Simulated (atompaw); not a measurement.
# Pseudopotential generation for aluminium: PAW (atompaw), LDA (PW92), scalar-relativistic.

atompaw 4.2.0.5 input, output lines left out:

```
Al 13
LDA-PW scalarrelativistic loggrid 1500 logderivrange -3 5 201
3 3 0 0 0 0
3 1 0
0 0 0
c
c
v
c
v
1
2.75 2.20 2.05 1.50
y
-0.6
n
y
3.2
n
custom rrkj gramschmidtortho sinc
bessel
2.75
2.75
2.75
2.75
```

All-electron outer shells of the reference configuration (LDA (PW92), scalar-relativistic, ld1.x):

| shell | level (eV) | outermost node (bohr) | outermost maximum (bohr) |
| --- | --- | --- | --- |
| 3s | -14.92 | 0.80 | 2.01 |
| 3p | -9.15 | 0.81 | 2.39 |

Problem. Estimate the cutoffs (Ry, on a coarse ladder) from which the occupation-weighted sum of valence levels, in a spherical-Bessel basis at the reference potential, stays within 10 and 1 mRy of its value at 400 Ry.

Solution. 6 Ry and 6 Ry.

Problem. Does the potential have ghost states?

Solution. No extra level below or beside the all-electron valence levels (s, p, d, f tested).

Problem. Is the overlap operator S = 1 + Σ q|β⟩⟨β| positive definite (Bessel basis up to 400 Ry)?

Solution. Yes: its lowest eigenvalue is 0.47 (s channel).
